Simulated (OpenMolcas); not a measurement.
## Levels of neutral carbon by method

```
Program             : OpenMolcas
Basis               : ANO-RCC-VDZP [3s2p1d]
Scalar Hamiltonian  : DKH2, point nucleus
Active space        : 2 electrons in 3 orbitals (2p)
State averaging     : 2S+1 = 3 even, 3 roots; 2S+1 = 1 even, 6 roots
Spin-orbit coupling : state interaction with AMFI integrals over the reference wave functions, term energies averaged over their components
```

Methods on the same reference wave functions:
A. CASSCF
B. SS-CASPT2, IPEA 0.25 Eh, imaginary shift 0.1 Eh (closed shells correlated: 1s 2s)

Energies in cm-1 above 2s2 2p2 3P0, the measured ground level; measured values from NIST Handbook of Basic Atomic Spectroscopic Data.

| Level | A | B | Measured |
| --- | --- | --- | --- |
| 2s2 2p2 3P0 | 0.0 | 0.0 | 0.0 |
| 2s2 2p2 3P1 | 15.4 | 15.4 | 16.4 |
| 2s2 2p2 3P2 | 46.1 | 46.1 | 43.4 |
| 2s2 2p2 1D2 | 12863 | 11660 | 10193 |
| 2s2 2p2 1S0 | 31791 | 25590 | 21648 |

Deviations, from unrounded energies. A percentage is the sum of absolute deviations over the sum of measured energies, with the sign that they share, or ± where signs differ.

```json
{"Against measurement": "mean absolute deviation (cm-1)", "Levels": "4", "A": "3200", "B": "1400"}
{"Against measurement": "fine structure of the ground term (%)", "Levels": "2", "A": "±6.2", "B": "±6.2"}
{"Against measurement": "other terms of the ground configuration (%)", "Levels": "2", "A": "+40.2", "B": "+17.0"}
```

B lies closest to measurement on these levels. The largest miss of B in the table is 2s2 2p2 1S0, by +3900 cm-1. The ranking rests on the paired levels alone, and a cruder setting can come out closer through cancelling errors.

From A to B the spin-free energies of the other terms of 2s2 2p2 shown, above 3P, scale by factors of 0.80 to 0.91.

The lowest spin-free term lies below A's lowest term by 0.063 hartree in B.

CASPT2 breaks the degeneracy within a term, and the mean is taken; among the terms shown or strongly mixed into the levels shown the widest spread is 160 cm-1 (2s2 2p2 1D, B). With the s shell closed, the reference lacks s² → p² mixing. Without dynamic correlation excited terms often stand tens of per cent too high (terms of higher spin than the ground term too low), and those without a measured partner can miss by more than the paired ones (holds for A). Some terms miss by over 15 % even with CASPT2, which points to a basis or an active space too small for the shells correlated (holds for B). Computed and measured levels are paired by configuration, term and J; levels that our copy of the source lacks, or whose pairing is in doubt (as where it misses far off the trend of its configuration), stay unpaired and out of the deviations. Only configurations of the active space appear.
